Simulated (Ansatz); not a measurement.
**Molecular dynamics of BClH₄N₂**

The input (input.yaml):

```yaml
crystal:
  periodic: [false, false, false]
  atoms:
    - { symbol: B, position_ang: [0.093348, -0.047447, -0.086852] }
    - { symbol: Cl, position_ang: [-0.099324, 0.175135, 1.730207] }
    - { symbol: "N", position_ang: [1.277119, 0.156987, -0.930778] }
    - { symbol: H, position_ang: [1.386671, 0.016129, -1.963121] }
    - { symbol: H, position_ang: [2.063447, 0.122504, -0.361578] }
    - { symbol: "N", position_ang: [-1.162434, -0.148898, -0.615268] }
    - { symbol: H, position_ang: [-2.050263, -0.384931, -0.198326] }
    - { symbol: H, position_ang: [-1.250585, 0.064305, -1.588517] }
basis:
  gaussian: { orbitals: def2-SVP }
hamiltonian:
  xc: b3lyp
  dispersion: d4
md:
  timestep: 0.25
  n_steps: 150
  ensemble: nve
  temperature: 700.0
  initial_velocities: maxwell_boltzmann
  seed: 284516
  masses: [{ species: H, mass: 2.014 }]
```

Launched with:

```bash
$ ansatz run input.yaml --threads 1 --pin off --max-ram 2048MiB --backend cpu --events-out ev --progress --plain --runs-dir out
```

It goes on from the last frame of an earlier run, with new velocities.

Output, in part (one step line in 3, the closing report, with atoms numbered from 0):

```
md step     0: t =     0.00 fs  T =   700.0 K  F+E_penalty+E_count = -16241.20635680 eV  E_kin = 0.542892 eV  conserved = -16240.66346481 eV  (27 SCF iters)
md step     3: t =     0.75 fs  T =   693.2 K  F+E_penalty+E_count = -16241.20107879 eV  E_kin = 0.537606 eV  conserved = -16240.66347271 eV  (24 SCF iters)
md step     6: t =     1.50 fs  T =   680.0 K  F+E_penalty+E_count = -16241.19089789 eV  E_kin = 0.527415 eV  conserved = -16240.66348283 eV  (23 SCF iters)
md step     9: t =     2.25 fs  T =   658.8 K  F+E_penalty+E_count = -16241.17441557 eV  E_kin = 0.510955 eV  conserved = -16240.66346046 eV  (23 SCF iters)
md step    12: t =     3.00 fs  T =   633.0 K  F+E_penalty+E_count = -16241.15435316 eV  E_kin = 0.490940 eV  conserved = -16240.66341287 eV  (23 SCF iters)
md step    15: t =     3.75 fs  T =   610.4 K  F+E_penalty+E_count = -16241.13678671 eV  E_kin = 0.473413 eV  conserved = -16240.66337349 eV  (23 SCF iters)
md step    18: t =     4.50 fs  T =   597.7 K  F+E_penalty+E_count = -16241.12691568 eV  E_kin = 0.463544 eV  conserved = -16240.66337205 eV  (23 SCF iters)
md step    21: t =     5.25 fs  T =   595.5 K  F+E_penalty+E_count = -16241.12522495 eV  E_kin = 0.461812 eV  conserved = -16240.66341254 eV  (23 SCF iters)
md step    24: t =     6.00 fs  T =   598.0 K  F+E_penalty+E_count = -16241.12724715 eV  E_kin = 0.463789 eV  conserved = -16240.66345848 eV  (25 SCF iters)
md step    27: t =     6.75 fs  T =   599.8 K  F+E_penalty+E_count = -16241.12862160 eV  E_kin = 0.465176 eV  conserved = -16240.66344574 eV  (24 SCF iters)
md step    30: t =     7.50 fs  T =   605.7 K  F+E_penalty+E_count = -16241.13313475 eV  E_kin = 0.469786 eV  conserved = -16240.66334830 eV  (24 SCF iters)
md step    33: t =     8.25 fs  T =   633.8 K  F+E_penalty+E_count = -16241.15482697 eV  E_kin = 0.491571 eV  conserved = -16240.66325614 eV  (23 SCF iters)
md step    36: t =     9.00 fs  T =   699.4 K  F+E_penalty+E_count = -16241.20572214 eV  E_kin = 0.542412 eV  conserved = -16240.66330967 eV  (23 SCF iters)
md step    39: t =     9.75 fs  T =   793.4 K  F+E_penalty+E_count = -16241.27883204 eV  E_kin = 0.615338 eV  conserved = -16240.66349436 eV  (23 SCF iters)
md step    42: t =    10.50 fs  T =   885.5 K  F+E_penalty+E_count = -16241.35040746 eV  E_kin = 0.686779 eV  conserved = -16240.66362873 eV  (32 SCF iters)
md step    45: t =    11.25 fs  T =   952.1 K  F+E_penalty+E_count = -16241.40201070 eV  E_kin = 0.738394 eV  conserved = -16240.66361669 eV  (26 SCF iters)
md step    48: t =    12.00 fs  T =   991.9 K  F+E_penalty+E_count = -16241.43284064 eV  E_kin = 0.769285 eV  conserved = -16240.66355522 eV  (31 SCF iters)
md step    51: t =    12.75 fs  T =  1012.7 K  F+E_penalty+E_count = -16241.44897636 eV  E_kin = 0.785423 eV  conserved = -16240.66355297 eV  (31 SCF iters)
md step    54: t =    13.50 fs  T =  1014.3 K  F+E_penalty+E_count = -16241.45025663 eV  E_kin = 0.786672 eV  conserved = -16240.66358475 eV  (31 SCF iters)
md step    57: t =    14.25 fs  T =   991.5 K  F+E_penalty+E_count = -16241.43253666 eV  E_kin = 0.768965 eV  conserved = -16240.66357173 eV  (31 SCF iters)
md step    60: t =    15.00 fs  T =   946.0 K  F+E_penalty+E_count = -16241.39719724 eV  E_kin = 0.733703 eV  conserved = -16240.66349404 eV  (24 SCF iters)
md step    63: t =    15.75 fs  T =   890.4 K  F+E_penalty+E_count = -16241.35398942 eV  E_kin = 0.690595 eV  conserved = -16240.66339399 eV  (23 SCF iters)
md step    66: t =    16.50 fs  T =   841.5 K  F+E_penalty+E_count = -16241.31592560 eV  E_kin = 0.652602 eV  conserved = -16240.66332335 eV  (24 SCF iters)
md step    69: t =    17.25 fs  T =   811.1 K  F+E_penalty+E_count = -16241.29240002 eV  E_kin = 0.629088 eV  conserved = -16240.66331177 eV  (24 SCF iters)
md step    72: t =    18.00 fs  T =   801.6 K  F+E_penalty+E_count = -16241.28507570 eV  E_kin = 0.621717 eV  conserved = -16240.66335839 eV  (23 SCF iters)
md step    75: t =    18.75 fs  T =   805.3 K  F+E_penalty+E_count = -16241.28798756 eV  E_kin = 0.624555 eV  conserved = -16240.66343259 eV  (24 SCF iters)
md step    78: t =    19.50 fs  T =   810.1 K  F+E_penalty+E_count = -16241.29176097 eV  E_kin = 0.628276 eV  conserved = -16240.66348496 eV  (24 SCF iters)
md step    81: t =    20.25 fs  T =   808.0 K  F+E_penalty+E_count = -16241.29009846 eV  E_kin = 0.626616 eV  conserved = -16240.66348293 eV  (24 SCF iters)
md step    84: t =    21.00 fs  T =   799.8 K  F+E_penalty+E_count = -16241.28377368 eV  E_kin = 0.620323 eV  conserved = -16240.66345111 eV  (24 SCF iters)
md step    87: t =    21.75 fs  T =   791.6 K  F+E_penalty+E_count = -16241.27734841 eV  E_kin = 0.613898 eV  conserved = -16240.66345032 eV  (26 SCF iters)
md step    90: t =    22.50 fs  T =   784.6 K  F+E_penalty+E_count = -16241.27199255 eV  E_kin = 0.608514 eV  conserved = -16240.66347890 eV  (24 SCF iters)
md step    93: t =    23.25 fs  T =   776.6 K  F+E_penalty+E_count = -16241.26574508 eV  E_kin = 0.602285 eV  conserved = -16240.66346057 eV  (24 SCF iters)
md step    96: t =    24.00 fs  T =   771.7 K  F+E_penalty+E_count = -16241.26189879 eV  E_kin = 0.598510 eV  conserved = -16240.66338914 eV  (24 SCF iters)
md step    99: t =    24.75 fs  T =   780.6 K  F+E_penalty+E_count = -16241.26879580 eV  E_kin = 0.605414 eV  conserved = -16240.66338226 eV  (24 SCF iters)
md step   102: t =    25.50 fs  T =   802.4 K  F+E_penalty+E_count = -16241.28583248 eV  E_kin = 0.622332 eV  conserved = -16240.66350017 eV  (23 SCF iters)
md step   105: t =    26.25 fs  T =   816.3 K  F+E_penalty+E_count = -16241.29670774 eV  E_kin = 0.633070 eV  conserved = -16240.66363734 eV  (24 SCF iters)
md step   108: t =    27.00 fs  T =   798.0 K  F+E_penalty+E_count = -16241.28256620 eV  E_kin = 0.618903 eV  conserved = -16240.66366327 eV  (23 SCF iters)
md step   111: t =    27.75 fs  T =   741.8 K  F+E_penalty+E_count = -16241.23885299 eV  E_kin = 0.575294 eV  conserved = -16240.66355877 eV  (24 SCF iters)
md step   114: t =    28.50 fs  T =   664.5 K  F+E_penalty+E_count = -16241.17874696 eV  E_kin = 0.515356 eV  conserved = -16240.66339141 eV  (23 SCF iters)
md step   117: t =    29.25 fs  T =   595.0 K  F+E_penalty+E_count = -16241.12472119 eV  E_kin = 0.461481 eV  conserved = -16240.66324046 eV  (24 SCF iters)
md step   120: t =    30.00 fs  T =   560.1 K  F+E_penalty+E_count = -16241.09758969 eV  E_kin = 0.434430 eV  conserved = -16240.66316000 eV  (24 SCF iters)
md step   123: t =    30.75 fs  T =   574.4 K  F+E_penalty+E_count = -16241.10865107 eV  E_kin = 0.445479 eV  conserved = -16240.66317177 eV  (23 SCF iters)
md step   126: t =    31.50 fs  T =   635.9 K  F+E_penalty+E_count = -16241.15644397 eV  E_kin = 0.493179 eV  conserved = -16240.66326486 eV  (25 SCF iters)
md step   129: t =    32.25 fs  T =   728.3 K  F+E_penalty+E_count = -16241.22823977 eV  E_kin = 0.564841 eV  conserved = -16240.66339907 eV  (24 SCF iters)
md step   132: t =    33.00 fs  T =   827.9 K  F+E_penalty+E_count = -16241.30558789 eV  E_kin = 0.642068 eV  conserved = -16240.66352038 eV  (30 SCF iters)
md step   135: t =    33.75 fs  T =   913.1 K  F+E_penalty+E_count = -16241.37177144 eV  E_kin = 0.708189 eV  conserved = -16240.66358293 eV  (30 SCF iters)
md step   138: t =    34.50 fs  T =   973.0 K  F+E_penalty+E_count = -16241.41818519 eV  E_kin = 0.754623 eV  conserved = -16240.66356242 eV  (31 SCF iters)
md step   141: t =    35.25 fs  T =  1011.1 K  F+E_penalty+E_count = -16241.44765393 eV  E_kin = 0.784189 eV  conserved = -16240.66346508 eV  (30 SCF iters)
md step   144: t =    36.00 fs  T =  1043.9 K  F+E_penalty+E_count = -16241.47299345 eV  E_kin = 0.809635 eV  conserved = -16240.66335822 eV  (31 SCF iters)
md step   147: t =    36.75 fs  T =  1088.4 K  F+E_penalty+E_count = -16241.50747699 eV  E_kin = 0.844115 eV  conserved = -16240.66336177 eV  (30 SCF iters)
md step   150: t =    37.50 fs  T =  1142.9 K  F+E_penalty+E_count = -16241.54992153 eV  E_kin = 0.886405 eV  conserved = -16240.66351604 eV  (26 SCF iters)
Total energy: -16241.55013858 eV, -596.8659586747 hartree
Atom 0 at    -0.071721     0.116353    -0.075222 Å, force     0.636183    -1.341738    -0.565336 eV/Å
Atom 1 at     0.027341     0.161305     1.729046 Å, force    -0.519960     0.289293    -0.179192 eV/Å
Atom 2 at     1.220520     0.116847    -0.704693 Å, force    -3.482720    -0.232131    -1.159891 eV/Å
Atom 3 at     1.283328     0.098565    -1.712315 Å, force     0.179508     0.001793    -0.168203 eV/Å
Atom 4 at     2.041696     0.333872    -0.252343 Å, force     2.204462     0.527715     1.333502 eV/Å
Atom 5 at    -1.271894    -0.281788    -0.811975 Å, force     0.399057     1.322157     0.511574 eV/Å
Atom 6 at    -2.186461     0.123834    -0.574524 Å, force     0.481115    -0.376456     0.347929 eV/Å
Atom 7 at    -1.177916    -0.170622    -1.818660 Å, force     0.102355    -0.190634    -0.120382 eV/Å
Dipole moment:     0.036211     0.228827    -0.612426 e Å
```

The run went to its last step. The conserved energy stayed within 0.039 meV per atom of its start (net change -0.0064 meV per atom), so the integration is sound. A run of 0.037 ps of so small a system gives no equilibrium averages.

The same pairs are bonded in the first frame and the last. Pairs count as bonded within 1.25 times the sum of covalent radii (0.12 Å more for H–H).

Last frame:

```xyz
8
Properties=species:S:1:pos:R:3
B -0.072 0.116 -0.075
Cl 0.027 0.161 1.729
N 1.220 0.117 -0.705
H 1.283 0.099 -1.712
H 2.042 0.334 -0.252
N -1.272 -0.282 -0.812
H -2.187 0.124 -0.575
H -1.178 -0.171 -1.819
```

Time of the run: 4.4 min on 1 thread of INTEL(R) XEON(R) PLATINUM 8581C CPU @ 2.10GHz (Emerald Rapids), with other jobs on the host, peak memory 0.17 GiB.
